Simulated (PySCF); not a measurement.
A species of formula CH7FOSi2 has this rotational fingerprint, computed with PBE0-D3(BJ)/def2-SVP geometry optimisation, gas phase (PySCF):

```
Rotational constants : A = 5257, B = 1854, C = 1516 MHz
Dipole components    : |μa| = 0.57 D, |μb| = 0.02 D, |μc| = 0.67 D
Inertial defect      : -35.26 u·Å²
κ                    : -0.82
```

Problem. Which candidate fits, each taken in the one conformer that was computed?
A. `[CH3:1][SiH2:2][O:3][SiH2:4][F:5]` with C1–Si2–O3–Si4 -33°, Si2–O3–Si4–F5 -17°
B. `[CH3:1][O:2][SiH2:3][SiH2:4][F:5]` with C1–O2–Si3–Si4 180°, O2–Si3–Si4–F5 180°

Solution. A. It is C[SiH2]O[SiH2]F, an asymmetric top, point group C1. The candidates at the same level (rigid rotor, commonest isotopes):

```
         SMILES  A (MHz)  B (MHz)  C (MHz)  μa (D)  μb (D)  μc (D)  Δ (u·Å²)  point group                        rotor
CO[SiH2][SiH2]F    10427     1206     1117    2.17    0.08    0.00    -15.07           Cs  near-prolate asymmetric top
C[SiH2]O[SiH2]F     5257     1854     1516    0.57    0.02    0.67    -35.26           C1               asymmetric top
```

`CO[SiH2][SiH2]F` has A 98 % too high. No structure here is proved a minimum.
